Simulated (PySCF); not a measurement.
Species: Ta(NEt)(OH)3, C₂H₈NO₃Ta (singlet state).
Geometry (PBE0-D3(BJ)/def2-SVP, Å), atoms numbered from 1 in this order:
```xyz
15
C2H8NO3Ta angstrom
Ta    -0.190   -0.363   -1.574
N     -0.190   -0.369    0.197
C     -0.110   -0.326    1.615
C      0.530    0.958    2.126
H     -1.120   -0.432    2.055
H      0.472   -1.194    1.981
H      0.584    0.961    3.226
H      1.549    1.068    1.726
H     -0.054    1.836    1.810
O      1.633   -0.022   -2.109
H      1.987    0.044   -3.001
O     -1.361    1.012   -2.215
H     -1.894    1.691   -1.795
O     -0.810   -2.059   -2.215
H     -1.060   -2.880   -1.783
```

The calculation used PySCF 2.14.0, PBE0-D3(BJ)/def2-SVP geometry optimisation, gas phase, def2 core potentials past Kr.

Masses are those of the commonest isotopes; rigid-rotor values at the optimised geometry. The values belong to one conformer.

Task: What are A, B and C (MHz)?

Result: Ia = 196.32, Ib = 503.04, Ic = 514.88 u·Å²; 505379 MHz·u·Å²/I gives A = 2574, B = 1005, C = 981.5 MHz.

Task: Classify the top.

Result: A near-prolate asymmetric top: κ = (2 × 1005 − 2574 − 981.5)/(2574 − 981.5) = -0.97.

Task: What does the inertial defect say?

Result: Not planar: Δ = Ic − Ia − Ib = -184.48 u·Å². For a rigid frame Δ = −2 Σ m c², so Σ m c² = 92.24 u·Å² lies off the ab plane: 12.56 from hydrogen and 79.68 from heavier atoms. The atom farthest from that plane is 2.47 Å away.

Task: Give the other two planar moments, Paa and Pbb, and the rms extents of the mass along the axes.

Result: Paa = Σ m a² = (Ib + Ic − Ia)/2 = 410.80 and Pbb = Σ m b² = (Ia + Ic − Ib)/2 = 104.08 u·Å². With the mass M = 275.00 u, the rms extents √(P/M) along a, b and c are 1.22, 0.62, 0.58 Å.

Task: List the rotational levels J(Ka,Kc) to J = 2 (MHz).

Result: Above 0(0,0):
J = 1: 1(0,1) 1986, 1(1,1) 3556, 1(1,0) 3579
J = 2: 2(0,2) 5958, 2(1,2) 7505, 2(1,1) 7574, 2(2,1) 12283, 2(2,0) 12283
The levels of one J sum to (2J + 1)J(J + 1)(A + B + C)/3.

Task: Predict some low-J microwave lines.

Result: The dipole components are |μa| = 0.06 D, |μb| = 0.46 D, |μc| = 0.60 D. The squared components, which scale the intensities, stand as 0.01 : 0.58 : 1.00 (a : b : c). Some lines, for components of 0.1 D or more:

```
type  branch         J(Ka,Kc)    MHz  lower level (cm⁻¹)
   b       Q  2(1,1) ← 2(0,2)   1616               0.199
   b       R  1(1,1) ← 0(0,0)   3556               0.000
   c       R  1(1,0) ← 0(0,0)   3579               0.000
   c       Q  4(2,3) ← 4(1,3)   4628               0.719
   b       Q  2(2,0) ← 2(1,1)   4709               0.253
   b       Q  2(2,1) ← 2(1,2)   4778               0.250
   b       R  3(1,3) ← 2(0,2)   7470               0.199
   b       R  3(2,2) ← 2(1,1)  10667               0.253
   c       R  3(2,2) ← 2(1,2)  10737               0.250
   b       Q  4(4,0) ← 4(3,1)  11067               1.137
   b       R  3(3,1) ← 2(2,0)  13864               0.410
   c       R  3(3,0) ← 2(2,0)  13864               0.410
   c       R  3(3,1) ← 2(2,1)  13864               0.410
   c       R  4(3,1) ← 3(2,1)  15850               0.609
   b       R  4(3,1) ← 3(2,2)  15851               0.608
   b       R  4(4,1) ← 3(3,0)  19013               0.872
```

Whether it is a minimum is left open (no frequencies). Zero-point vibration and centrifugal distortion are left out. A rigid rotor knows nothing of internal rotation, which can split or shift real lines. Quadrupole hyperfine structure (14N) is left out.
